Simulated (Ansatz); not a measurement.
System: MgF, charge 1, singlet. MgF+ (SMILES [Mg+][F]).
B3LYP-D3(BJ)/def2-TZVP minimum from Ansatz (an electronic-structure program):
```xyz
2

Mg     0.0000     0.0000    -0.7312
F      0.0000     0.0000     0.9749
```
Charge +1, spin multiplicity 1.

Total energies in def2-QZVPP, 8 correlated electrons, 6 frozen orbitals. Radicals and triplets start from unrestricted determinants; spin-orbit coupling is neglected. Correlated methods leave the cores frozen. No relativity. The spin of FMg+ ([F][Mg+], singlet) was assumed, and the state is the lowest solution found for it.

```
method    program  energy (Eh)  minus CCSDT(Q) (mEh)
--------  -------  -----------  --------------------
HF         Ansatz   -298.87776                308.57
MP2        Ansatz   -299.18105                  5.28
CCSD       Ansatz   -299.17658                  9.75
CCSD(T)    Ansatz   -299.18600                  0.32
CCSDT(Q)   Ansatz   -299.18633                  0.00
```

Rough core times of Ansatz's runs on a shared machine: CCSD(T) under 20 s, CCSDT(Q) 2 min.
